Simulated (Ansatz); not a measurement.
All numbers were calculated with Ansatz.

CH5B2ClO (`OCBBCl`). Total charge 0; spin multiplicity 1. Geometry: relaxed with PBE0-D4/def2-TZVP. It is one conformer, not always the lowest.

```xyz
10

O    -1.407   -0.381    0.023
C    -0.650    0.422    1.015
B     0.248   -0.613    0.261
B     1.130   -0.026   -1.029
Cl    2.881   -0.059   -1.033
H    -1.526    0.139   -0.781
H    -0.674    1.480    0.769
H    -1.053    0.209    1.999
H     0.402   -1.683    0.772
H     0.649    0.513   -1.995
```

(1) What is the dipole moment at r2SCAN/def2-TZVPP? (Estimate.)

(2) And with PBE, B3LYP, ωB97M-V? (Estimate.)

(3) Give the Mulliken charges with r2SCAN, B3LYP, ωB97M-V in def2-TZVPP. (An estimate is asked.)

Answers

(1) The calculation gave: 3.19 D, with components (-2.69, 1.70, 0.02) D in this frame, pointing from negative to positive charge.

(2) The calculation gave: PBE 3.12 D, B3LYP 3.08 D, ωB97M-V 3.08 D.

(3) The calculation gave: 
| atom | r2SCAN | B3LYP | ωB97M-V |
| --- | --- | --- | --- |
| O1 | -0.18 | -0.20 | -0.17 |
| C2 | -0.05 | -0.12 | -0.16 |
| B3 | -0.07 | -0.04 | -0.06 |
| B4 | 0.06 | 0.00 | -0.12 |
| Cl5 | -0.14 | -0.14 | -0.11 |
| H6 | 0.23 | 0.21 | 0.21 |
| H7 | 0.09 | 0.12 | 0.14 |
| H8 | 0.09 | 0.13 | 0.14 |
| H9 | 0.01 | 0.03 | 0.09 |
| H10 | -0.02 | 0.01 | 0.06 |

B3LYP here is the variant with VWN-RPA as its local correlation; programs differ in this.
